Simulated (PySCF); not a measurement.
Isomers of C4H7Cl3Si2, one GFN2-xTB conformer each. Single-point energies are computed at PBE0/pcSseg-1 (PySCF, gas phase, no added dispersion term), electronic only.

```csv
SMILES,GFN2-xTB relative energy (kcal/mol)
CC#C[Si@H]([SiH2]Cl)C(Cl)Cl,28.5
CC#C[Si@H](CCl)[SiH](Cl)Cl,0.0
```

Conformers: `[CH3:1][C:2]#[C:3][Si@H:4]([SiH2:5][Cl:6])[CH:7]([Cl:8])[Cl:9]` with C3–Si4–Si5–Cl6 -179°, C3–Si4–C7–Cl8 66°; `[CH3:1][C:2]#[C:3][Si@H:4]([CH2:5][Cl:6])[SiH:7]([Cl:8])[Cl:9]` with C3–Si4–C5–Cl6 -179°, C3–Si4–Si7–Cl8 60°.

What does PBE0/pcSseg-1 give for the same structures?

```csv
SMILES,PBE0/pcSseg-1 E (Eh),PBE0/pcSseg-1 (kcal/mol),GFN2-xTB (kcal/mol),point group
CC#C[Si@H](CCl)[SiH](Cl)Cl,-2115.29863,0.0,0.0,C1
CC#C[Si@H]([SiH2]Cl)C(Cl)Cl,-2115.23263,41.4,28.5,C1
```

Both levels put the same isomer lowest. 

Which frontier levels, dipoles and rotational constants go with these structures?

```csv
SMILES,"HOMO (eV, PBE0/pcSseg-1)",LUMO (eV),dipole (D),"A, B, C (MHz)"
CC#C[Si@H](CCl)[SiH](Cl)Cl,-7.83,-0.92,3.47,"593.8, 538.0, 355.9"
CC#C[Si@H]([SiH2]Cl)C(Cl)Cl,-7.78,-1.00,4.44,"828.8, 464.6, 353.4"
```
